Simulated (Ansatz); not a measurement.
Cartesian coordinates in Å:
```
O -2.423 1.622 -0.399
Sn -2.123 1.157 1.503
O -1.526 -0.834 0.820
C -0.533 -1.129 0.112
C -0.608 -2.553 -0.464
F -1.725 -2.703 -1.168
F -0.619 -3.439 0.532
F 0.424 -2.839 -1.257
C 0.588 -0.356 -0.165
C 0.776 0.899 0.401
C 2.099 1.637 0.133
F 2.764 1.794 1.278
F 1.855 2.840 -0.376
F 2.889 0.980 -0.715
O 0.005 1.535 1.158
H -3.200 2.151 -0.594
H 1.357 -0.762 -0.800
```

Total charge 0; spin multiplicity 1. Sn: def2 effective core potential.

Q: List the PBE0/def2-TZVPP orbital energies in eV (the Gaussian-basis code of Ansatz). (An estimate is asked.)

A: Ansatz gave: Occupied: -675.49, -675.49, -675.39, -675.39, -675.37, -675.37, -524.02, -524.02, -522.13, -285.44, -285.44, -281.95, -281.95, -279.08, -140.42, -95.13, -95.06, -94.89, -37.37, -37.37, -34.89, -34.89, -34.82, -34.82, -30.86, -30.54, -29.14, -28.81, -28.76, -28.66, -28.62, -26.46, -23.32, -21.72, -20.73, -19.00, -18.25, -17.39, -17.29, -17.27, -17.23, -16.43, -15.85, -14.94, -14.48, -13.98, -13.90, -13.75, -13.72, -13.44, -13.00, -12.96, -12.87, -12.80, -12.32, -12.18, -12.17, -12.16, -12.09, -11.85, -10.91, -9.98, -9.08, -8.69, -8.16, -7.69. Lowest empty: -2.92, -1.16, -0.85, 0.35, 1.03, 1.76, 2.21, 2.94.
